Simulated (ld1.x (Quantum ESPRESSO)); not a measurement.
**Configuration tests for lutetium (TM semilocal)**

ld1.x (Quantum ESPRESSO) 7.5 input, shortened:

```
&input
   title='Lu', zed=71., rel=1, dft='PBESOL', iswitch=3,
   config='[Xe] 4f14 5d1 6s2 6p0'
 /
 &inputp
   pseudotype=1, tm=.true., lloc=0,
   nlcc=.false.
 /
4
5P  2  1   6.00   0.00  1.80  1.80  0.0
5D  3  2   1.00   0.00  1.85  1.85  0.0
4F  4  3  14.00   0.00  0.55  0.55  0.0
5S  1  0   2.00   0.00  1.25  1.25  0.0
 &test
   configts(1)='4f14 5s2 5p6 5d1 6s2 6p0'
 /
```

Occupied shells without a wave of their own: 6s. They enter only through the test configuration that unscreens the potential.

Energies are relative to the spin-unpolarised reference configuration 4f14 5s2 5p6 5d1 6s2 6p0; without spin polarisation the order of configurations can differ from experiment.

| valence configuration | charge | ΔE all-electron (eV) | error AE − PS (meV) |
| --- | --- | --- | --- |
| 4f14 5s2 5p6 5d1 6s1 6p0 | +1 | 7.389 | -74 |
| 4f14 5s2 5p6 5d1 6s0 6p0 | +2 | 20.609 | -193 |
| 4f14 5s2 5p6 5d0 6s0 6p0 | +3 | 40.513 | -275 |
| 4f13 5s2 5p6 5d0 6s0 6p0 | +4 | 87.285 | -247 |
| 4f14 5s2 5p6 5d2 6s1 6p0 | 0 | 3.009 | -56 |

Task: What are ΔE and the potential's error for 4f14 5s2 5p6 5d1.5 6s1.5 6p0?

Result: ΔE = 1.481 eV all-electron; the error (AE − PS) is -29 meV.

Task: What are ΔE and the potential's error for 4f13 5s2 5p6 5d1 6s2 6p0?

Result: ΔE = 17.584 eV all-electron; the error (AE − PS) is +54 meV.

Levels in the configuration 4f14 5s2 5p6 5d2 6s1 6p0:

```tsv
level	all-electron (eV)	pseudo (eV)
4f	-8.692	-8.724
5s	-60.075	-60.103
5p	-30.755	-30.782
5d	-1.347	-1.359
6s	-4.442	-4.504
```

ld1.x printed “convergence not achieved” for 7 of the counted tests; their residual had stalled under 1e-8, short of the target of 1e-14. The 6s level has no wave, so the channel is fitted at the deeper level alone: the likely source of the large errors.

A Bessel basis up to 400 Ry misses an occupied level by 0.77 Ry, so cutoffs and ghosts were not judged.
